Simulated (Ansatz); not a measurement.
The first iterations of a band of CdH$_{3}$NS (6 atoms, charge 0, multiplicity 1).

Level of theory: Ansatz 0.2.0, RKS r2SCANh/def2-SVP.

```json
{
  "movable images": "5",
  "climbing image": "yes",
  "spring": "5.0 eV/Å²",
  "optimiser": "quadratic models (default)",
  "start path": "IDPP",
  "force threshold": "0.05 eV/Å",
  "iteration limit": "41",
  "end points": "relaxed"
}
```

Initial state:

```xyz
6
Properties=species:S:1:pos:R:3
N -0.995 -0.257 -1.356
Cd -0.006 0.342 0.282
S 1.009 1.224 2.192
H -1.479 -1.145 -1.242
H -0.403 -0.357 -2.179
H 1.874 0.193 2.303
```

Final state:

```xyz
6
Properties=species:S:1:pos:R:3
N -0.518 -0.849 -1.307
Cd -0.006 0.306 0.251
S 0.727 1.514 2.111
H -1.478 -1.185 -1.273
H -0.403 -0.396 -2.212
H 1.678 0.610 2.429
```

| iteration | highest image above the first end (eV) | largest band force component (eV/Å) |
| --- | --- | --- |
| 1 | 0.085 | 1.425 |
| 2 | 0.054 | 0.535 |

Task: Does the band converge within its limit, and where does its top end?

Result: It converged. It ended after 5 iterations with the highest image 0.054 eV above the first end. A vibrational analysis at the climbing image gives one clearly imaginary mode, 371i cm⁻¹: a first-order saddle point.

The run took 2.7 min on 1 CPU thread of a shared host.
